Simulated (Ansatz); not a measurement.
Species: C$_{2}$H$_{5}$Be, charge 0, doublet. C2H5Be (SMILES [Be][CH2]C, doublet).
B3LYP-D3(BJ)/def2-TZVP minimum from Ansatz (a program for electronic structure):
```
C
H 1 1.0985
H 1 1.0985 2 105.04
C 1 1.5407 2 109.75 3 117.93
H 4 1.0922 1 111.62 2 62.66
H 4 1.0922 5 107.02 1 -122.40
H 4 1.0931 5 107.21 6 -114.76
Be 1 1.6954 2 107.74 3 -114.65
```
Charge 0, spin multiplicity 2.

Total energies in def2-SVP, 15 correlated electrons, 3 frozen orbitals. Open shells are spin-unrestricted; no spin-orbit coupling. Cores are frozen in correlated methods. No relativity. The spin of C2H5Be ([Be][CH2]C, doublet) was assumed, and the state is the lowest solution found for it.

```json
[
 {"method": "HF", "program": "Ansatz", "energy (Eh)": "-93.15602", "minus CCSDT(Q) (mEh)": "352.64"},
 {"method": "MP2", "program": "Ansatz", "energy (Eh)": "-93.46304", "minus CCSDT(Q) (mEh)": "45.61"},
 {"method": "CCSD", "program": "Ansatz", "energy (Eh)": "-93.49790", "minus CCSDT(Q) (mEh)": "10.76"},
 {"method": "CCSD(T)", "program": "Ansatz", "energy (Eh)": "-93.50742", "minus CCSDT(Q) (mEh)": "1.24"},
 {"method": "CCSDT(Q)", "program": "Ansatz", "energy (Eh)": "-93.50866", "minus CCSDT(Q) (mEh)": "0.00"}
]
```

Rough core times of Ansatz's runs on a shared machine: CCSD(T) under 20 s, CCSDT(Q) 2 min.
